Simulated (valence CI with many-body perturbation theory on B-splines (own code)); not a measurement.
# Cr II: key properties

Calculated by valence CI with perturbative core correlation (CI+MBPT): five valence electrons over a frozen Dirac-Fock core [Ar], radial functions for each j: 9 s, 9 p, 9 d, 7 f, 4 g, 2 h, with the one-electron correlation potential Σ1 (screened to all orders), the two-electron term Σ2, the three-electron term Σ3, Breit, model QED; selected single and double excitations, second order for the rest, scaled by the run's own slope (own B-spline code, finite nucleus).

Set against measurement, 16 paired levels are off by 1655 cm⁻¹ on average, the worst by 2709. These come from a selection out of the NIST Handbook of Basic Atomic Spectroscopic Data. Levels without a partner in it may be off by more, other configurations by 1,000 to 4,000 cm⁻¹. Among the levels kept, up to 1200 cm⁻¹ of a level comes from second order outside the variational space, and about a tenth of that is noise between levels of different J, which matters for small intervals. Only levels of the ground parity were solved; by the run's estimate the other parity begins above the list, which can be wrong where configurations are misplaced.

Rates and lifetimes use the calculated energies. Strong lines usually hold to 10 to 20 %, long lifetimes can be off by a factor of two.

(1) What is the ground level?

(2) How well does LS coupling describe the low levels?

(3) What are the static dipole polarisabilities of the lowest levels?

(4) What is the ionisation energy?

## Answers

(1) 3d5 6S_5/2, composition 98 % 3d5 6S, g = 2.002.

(2) Among the lowest 20 levels the leading LS term, summed over configurations, holds 100 % on average. For single configurations the figures are 92 % in LS and 44 % in jj coupling. Terms hardly mix: every one of these levels is at least 95 % one term.

(3) 3d5 6S_5/2 12.5; 3d4.4s 6D_1/2 32.3; 3d4.4s 6D_3/2 32.7 (tensor 0.16); 3d4.4s 6D_5/2 32.7 (tensor 0.13) bohr³, of which the core gives 0.811.

(4) 16.083 eV; NIST lists 16.4863 eV (measured).
